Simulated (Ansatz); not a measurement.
The cluster FeF₂⁺, relaxed as a doublet with UKS r2SCAN-D4/def2-TZVP in Ansatz, starting from the r2SCAN-D4/def2-TZVP geometry of the neutral singlet. Force threshold 0.02 eV/Å.

The relaxed charge 1 doublet is spin-contaminated (final ⟨S²⟩ up to 2.31, 0.75 for a pure state). No other spin state of charge 1 was run. The structure comes from a short search, and lower isomers may exist.

Start:

```xyz
3

Fe    0.000    0.000    0.000
F    -0.054    1.254    1.143
F     0.054   -1.254   -1.143
```

| step | energy (eV) | largest force component (eV/Å) | SCF passes |
| --- | --- | --- | --- |
| 1 | -39811.2848 | 0.679 | 475 |
| 2 | -39811.3083 | 0.355 | 423 |
| 3 | -39811.3143 | 0.183 | 265 |
| 4 | -39811.3164 | 0.007 | 248 |

Force components are those of the run's own axes.

End:

```xyz
3

Fe    0.0001    0.0001   -0.0001
F    -0.0534    1.2309    1.1219
F     0.0534   -1.2310   -1.1218
```

By distances, no bond broke or formed. The bond that changes most is Fe1–F2, from 1.70 to 1.67 Å (atoms count from 1).

No frequencies were taken in this run, so the end may be a saddle point.

It took 1.8 min on 4 threads of AMD EPYC 7R43 on a shared host.
